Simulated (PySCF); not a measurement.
4,4-dichlorobut-1-ene (C4H6Cl2), SMILES C=CCC(Cl)Cl. The structure is a stationary point at PBE-D3(BJ)/def2-SVP. Other conformers were not sampled.

Computed equilibrium geometry at PBE-D3(BJ)/def2-SVP (PySCF confirms it by a frequency run) as Cartesian coordinates in Å (one conformer of several):
```xyz
12

C     -3.1683     0.0301    -0.5249
C     -1.9142    -0.4217    -0.6941
C     -0.6936     0.4559    -0.7368
C      0.2842     0.1836     0.4058
Cl     0.9049    -1.5084     0.3493
Cl     1.6483     1.3569     0.3556
H     -4.0283    -0.6571    -0.5047
H     -3.3835     1.1060    -0.4099
H     -1.7308    -1.5049    -0.8022
H     -0.9805     1.5261    -0.6735
H     -0.1364     0.3173    -1.6889
H     -0.1937     0.2997     1.3958
```
